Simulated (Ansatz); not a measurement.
Isolated molecules relaxed with PBE0-D4/def2-TZVP in Ansatz; ΔE leaves out vibrations. CCSD(T)/CBS is the MP2 limit (def2-TZVPP, def2-QZVPP) plus CCSD(T) − MP2 in def2-TZVPP, frozen cores. Functionals use def2-TZVPP. B3LYP here is the variant with VWN-RPA as its local correlation; programs differ in this. HSE06 is defined as in plane-wave codes. Each species was taken in one conformer, which may not be the lowest.

Reaction (ligand exchange at a B–N bond): `BN(B)CC=C` + `OCF` → `BOCF` + `BNCC=C`

```json
{"level": "revPBE-D4", "ΔE (kJ/mol)": "-33.8"}
{"level": "BLYP-D4", "ΔE (kJ/mol)": "-40.3"}
{"level": "r2SCAN-D4", "ΔE (kJ/mol)": "-38.3"}
{"level": "HSE06-D4", "ΔE (kJ/mol)": "-36.1"}
{"level": "PBE-QIDH", "ΔE (kJ/mol)": "-35.6"}
{"level": "BLYP", "ΔE (kJ/mol)": "-51.2"}
{"level": "B3LYP", "ΔE (kJ/mol)": "-47.5"}
{"level": "CCSD(T)/def2-TZVPP", "ΔE (kJ/mol)": "-36.4"}
```

Question: What does CCSD(T)/CBS give? (An estimate is asked.)

Answer: The calculation gave: -35.4 kJ/mol. The listed levels differ from it by 1.6, -4.9, -2.9, -0.7, -0.2, -15.8, -12.1, -1.0 kJ/mol.

Question: What do rigid-rotor, harmonic-oscillator terms from PBE0-D4/def2-TZVP frequencies (298.15 K, 1 bar) make of the CCSD(T)/CBS value? (Estimate.)

Answer: The calculation gave: ΔZPE = +1.4 kJ/mol, ΔH = -33.9 kJ/mol, ΔS = 9 J/(mol·K), ΔG = -36.5 kJ/mol.

Largest T1 diagnostic among the species: 0.013.

The D4 term adds +8.4 kJ/mol with B3LYP and +4.6 kJ/mol with PBE0; it sums over pairs of atoms, weighted by their polarisabilities, and B3LYP, whose exchange is more repulsive, gets the larger term. From PBE to PBE0 (25 % exact exchange), in def2-TZVPP and without D4, ΔE moves by +3.4 kJ/mol.
